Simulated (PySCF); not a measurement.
C2H7BO4Si, SMILES [SiH2](B(O)O)CC(=O)O, singlet (GFN2-xTB optimised geometry):

```
15

O      2.142    -1.448    -0.270
C      1.150    -2.149    -0.198
O      0.987    -3.198    -1.013
C      0.008    -1.910     0.691
Si    -0.955    -0.357     0.003
B      0.223     1.239     0.000
O      1.572     1.239     0.000
O     -0.403     2.442     0.000
H      1.742    -3.277    -1.616
H     -0.633    -2.784     0.727
H      0.362    -1.666     1.689
H     -1.461    -0.806    -1.309
H     -2.142    -0.324     0.873
H      2.017     0.380    -0.025
H      0.190     3.198    -0.003
```

Level of theory: PySCF 2.14.0 with PBE0/def2-TZVP.

### Question
What are the frontier orbital energies and the dipole moment?

### Answer
HOMO-2 -9.11 eV, HOMO-1 -8.56 eV, HOMO -8.31 eV, LUMO -0.49 eV, LUMO+1 0.02 eV; dipole moment 1.42 D.

Meta-Löwdin charges at PBE0/def2-TZVP: O1 -0.51, C2 0.54, O3 -0.46, C4 -0.48, Si5 0.46, B6 0.26, O7 -0.52, O8 -0.52, H9 0.36, H10 0.15, H11 0.15, H12 -0.08, H13 -0.08, H14 0.36, H15 0.35.
